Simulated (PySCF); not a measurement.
**HOMO energy and vertical ionisation energy**

ωB97X-D3(BJ)/ma-def2-TZVP single points (PySCF) on relaxed neutral molecules. The ionisation energy is the difference of two SCF energies at the neutral's structure.

```csv
molecule,−ε(HOMO) / eV,vertical ionisation energy / eV
"methylarsine, `C[AsH2]` (CH5As)",9.60,9.72
`[GeH3][AsH2]` (AsGeH5),9.76,9.71
"trimethylaluminum, `[CH3][Al]([CH3])[CH3]` (C3H9Al)",10.02,9.89
`[CH3][Al]([CH3])[Cl]` (C2H6AlCl),10.38,10.30
`[Br][Al]([Br])[Br]` (AlBr3),11.05,?
`[AlH2][Cl]` (AlClH2),11.11,11.36
"aluminum chloride, `[Cl][Al]([Cl])[Cl]` (AlCl3)",11.91,12.08
"aluminum fluoride, `[F][Al]([F])[F]` (AlF3)",14.41,14.93
```

Fit a straight line to the complete rows and predict the ionisation energy of aluminum bromide, `[Br][Al]([Br])[Br]` (AlBr3).

IE = -1.163 + 1.116·(−ε) (7 points, rms 0.11 eV, correlation 0.998). At 11.05 this gives 11.17 eV; the calculation itself gave 11.15 eV, so the fit is off by 0.02.

(aluminum bromide) Run with `OMP_NUM_THREADS=1 python redox_run.py task.json out` on 1 thread of Arm Neoverse N1, a shared host. Structures, frequencies and single points: 40 min of wall time.
